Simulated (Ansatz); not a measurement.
Compare A (`O=CC(F)(F)[SiH3]`) with its isomer B (`F[C@@H]1C[Si@@H](F)O1`).

Gas-phase electronic energies from Ansatz, PBE0-D4/def2-TZVP geometries. CCSD(T)/CBS adds triple-zeta CCSD(T) − MP2 to the extrapolated MP2 energy (def2 sets, frozen cores). DFT in def2-TZVPP. B3LYP here is the variant with VWN-RPA as its local correlation; programs differ in this. Each species was taken in one conformer, which may not be the lowest.

Q: Which isomer does CCSD(T)/CBS put lower? Give the gap. (An estimate is asked.)

A: The calculation gave: B, by 378.2 kJ/mol.

Q: Give E(B) − E(A) in kJ/mol with CCSD(T)/def2-TZVPP, B3LYP, B3LYP-D4, PBE0-D4, HF/def2-TZVPP, PBE-D4, B2PLYP. (Best estimate.)

A: The calculation gave: CCSD(T)/def2-TZVPP -369.2, B3LYP -350.4, B3LYP-D4 -350.6, PBE0-D4 -368.0, HF/def2-TZVPP -360.8, PBE-D4 -345.6, B2PLYP -364.6. None reverses the order clearly.

Largest T1 diagnostic: 0.014.

From PBE to PBE0 (25 % exact exchange), in def2-TZVPP and without D4, E(B) − E(A) moves by −22.5 kJ/mol. In def2-TZVPP, CCSD(T) changes the Hartree–Fock value by −8.4 kJ/mol (the triples alone add +3.6 kJ/mol) and MP2 by −30.5 kJ/mol.
